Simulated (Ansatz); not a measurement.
Computed with Ansatz on PBE0-D4/def2-TZVP structures; ΔE is electronic, products minus reactants. CCSD(T)/CBS adds triple-zeta CCSD(T) − MP2 to the extrapolated MP2 energy (def2 sets, frozen cores). DFT in def2-TZVPP. For As outer-core shells are correlated without core-valence functions, which leaves a few kJ/mol of doubt a bond. Scalar relativity is left out up to krypton. Each species was taken in one conformer, which may not be the lowest.

Reaction (isomerisation): `CN([SiH3])[AsH2]` → `NC([SiH3])[AsH2]`

```json
{"species": "`CN([SiH3])[AsH2]`", "r2SCAN energy (Eh)": "-2622.98458"}
{"species": "`NC([SiH3])[AsH2]`", "r2SCAN energy (Eh)": "-2622.96503"}
```

(1) Work out ΔE.

Largest T1 diagnostic among the species: 0.011.

## Answers

(1) ΔE = (-2622.96503) − (-2622.98458) = 0.01955 Eh = +0.53 eV. CCSD(T)/CBS gives +0.54 eV.

In def2-TZVPP, CCSD(T) changes the Hartree–Fock value by −0.16 eV (the triples alone add −0.02 eV) and MP2 by −0.14 eV.
